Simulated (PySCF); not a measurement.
C₃H₅O₂, SMILES [CH2]OC(C)=O, doublet (CAM-B3LYP/def2-SVP optimised geometry):

```
10

C     -0.352     1.717     1.257
O      0.020     0.423     1.084
C     -0.446    -0.255     0.000
C      0.065    -1.665     0.000
O     -1.164     0.244    -0.817
H     -0.960     2.190     0.489
H      0.113     2.207     2.108
H     -0.261    -2.180     0.915
H     -0.314    -2.190    -0.883
H      1.164    -1.665     0.000
```

Calculation: unrestricted CAM-B3LYP/def2-TZVP (PySCF).

### Question
What are the frontier orbital energies (α orbitals alone; a β orbital can be the lowest empty one) and the dipole moment?

### Answer
HOMO-2 -11.70 eV, HOMO-1 -9.83 eV, HOMO -7.19 eV, LUMO 1.33 eV, LUMO+1 2.04 eV; dipole moment 2.01 D.

Meta-Löwdin charges at CAM-B3LYP/def2-TZVP: C1 -0.11, O2 -0.30, C3 0.54, C4 -0.37, O5 -0.45, H6 0.14, H7 0.14, H8 0.14, H9 0.14, H10 0.14.
